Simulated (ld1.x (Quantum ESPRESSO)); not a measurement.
## Au, TM: configuration errors across variants

| Quantity | Value |
| --- | --- |
| Element | Au |
| Generator | ld1.x (Quantum ESPRESSO) 7.5 |
| Type | norm-conserving Troullier–Martins (Kleinman–Bylander form) |
| Functional | PBEsol |
| Relativity | scalar-relativistic |
| Frozen core | [Xe] 4f14 |
| Valence charge | 11 |
| Reference configuration | 5d10 6s1 6p0 |
| Partial waves | 6s (bound): rc 2.40 bohr; 6p (bound, empty): rc 2.95 bohr; 5d (bound): rc 1.45 bohr |
| Local potential | all-electron potential smoothed inside 1.90 bohr (lloc = -1) |
| Core correction | a·sin(br)/r model core inside 0.90 bohr |

All-electron excitation energies from the reference (eV): (1) 5d10 6s0 6p0 9.439; (2) 5d9 6s0 6p0 30.677; (3) 5d8 6s0 6p0 64.584; (4) 5d10 6s0.5 6p0 3.791; (5) 5d10 6s0 6p1 5.340; (6) 5d9 6s2 6p0 1.673; (7) 5d9 6s1 6p0 12.155.

3 further variants failed, have other tests or another functional or relativity, and are left out.

A true bound ghost makes a file unfit for plane-wave use even where its test errors are small: the radial tests pick states by their node count and pass the ghost by.

Errors AE − PS in meV (a dash: test not solved or not reliable):

| change | (1) | (2) | (3) | (4) | (5) | (6) | (7) | bound ghosts |
| --- | --- | --- | --- | --- | --- | --- | --- | --- |
| base | -17 | -33 | -172 | -4.4 | -4.1 | -49 | -27 | s |
| wave 6s (bound): rc 2.40 bohr becomes 6s (bound): rc 1.54 bohr | -13 | -45 | -212 | -3.7 | -5.8 | -44 | -43 | s |
| wave 5d (bound): rc 1.45 bohr becomes 5d (bound): rc 1.78 bohr | -17 | -33 | -172 | -4.5 | -4.1 | -49 | -28 | s |
| wave 6p (bound): rc 2.95 bohr becomes 6p (bound): rc 4.42 bohr | -17 | -34 | -172 | -4.4 | +6.4 | -49 | -27 | s |
| local potential all-electron potential smoothed inside 3.22 bohr (lloc = -1) | -18 | -109 | -469 | -4.8 | -6.2 | -79 | -73 | none |
| local potential the s channel | -17 | -76 | -371 | -4.5 | -5.5 | -70 | -51 | none |
| core correction a·sin(br)/r model core inside 0.56 bohr | -17 | -34 | -172 | -4.4 | -4.1 | -49 | -27 | s |

(1) Give the same row for: all radii but the core radius scaled by about 1.41 (s 3.38, p 4.14, d 2.04 bohr); local potential all-electron potential smoothed inside 2.66 bohr (lloc = -1).

## Answers

(1) -15, -153, -517, -3.1, -3.6, +37, +6.9; bound ghosts: none.
